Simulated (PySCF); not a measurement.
Molecular orbitals of SeO

PBE at R = 1.668 Å; basis Se pcseg-1, O pcseg-1; no relativity; PySCF 2.14. State: ³Σ⁻ (triplet), unpaired electrons π ↑↑. Only the outer orbitals are listed, counted within each symmetry.

| spin | orbital | occ. | ε (eV) | on Se (%) | main shells (%) |
| --- | --- | --- | --- | --- | --- |
| α | 8σ | 1 | -25.76 | 20 | 76 O s, 14 Se s |
| α | 9σ | 1 | -16.77 | 78 | 75 Se s, 16 O s |
| α | 10σ | 1 | -10.37 | 37 | 57 O p, 29 Se p |
| α | 4π | 1 | -9.91 | 37 | 62 O p, 36 Se p |
| α | 4π | 1 | -9.91 | 37 | 62 O p, 36 Se p |
| α | 5π | 1 | -6.03 | 66 | 64 Se p, 34 O p |
| α | 5π | 1 | -6.03 | 66 | 64 Se p, 34 O p |
| α | 11σ | 0 | -1.34 | 84 | 68 Se p, 20 O p, 11 Se d |
| α | 12σ | 0 | 6.08 | 102 | 103 Se s |
| α | 2δ | 0 | 8.38 | 100 | 100 Se d |
| β | 8σ | 1 | -24.79 | 23 | 72 O s, 15 Se s |
| β | 9σ | 1 | -15.66 | 75 | 73 Se s, 18 O s |
| β | 10σ | 1 | -9.72 | 38 | 56 O p, 29 Se p, 9 Se s |
| β | 4π | 1 | -8.69 | 41 | 58 O p, 39 Se p |
| β | 4π | 1 | -8.69 | 41 | 58 O p, 39 Se p |
| β | 5π | 0 | -4.54 | 63 | 61 Se p, 37 O p |
| β | 5π | 0 | -4.54 | 63 | 61 Se p, 37 O p |
| β | 11σ | 0 | -0.74 | 84 | 68 Se p, 20 O p, 10 Se d |

Problem. Which are the highest filled and the lowest empty level, where do they sit, and how wide is the gap?

Solution. Highest filled α 5π at -6.03 eV (in %: 64 Se p, 34 O p); lowest empty β 5π at -4.54 eV (in %: 61 Se p, 37 O p); the gap at PBE is 1.49 eV. Both belong to one degenerate shell, split only by its one-sided filling, so this is no excitation gap.

The bond order (Mayer) is 1.95 and the ⟨S²⟩ is 2.003. The charge on Se (Mulliken, basis-dependent) is 0.40, the charge on Se (Löwdin, basis-dependent) is 0.29 and the dipole moment (positive dipole means Se(−)O(+)) is -2.10 D. The polarisability along the bond is 30.6 bohr³ and the polarisability across the bond is 15.9 bohr³.

Shares are Mulliken populations and can fall outside 0 to 100 %.

Spin–orbit coupling is left out. The state was picked by a PBE0 search and need not be the measured ground state.
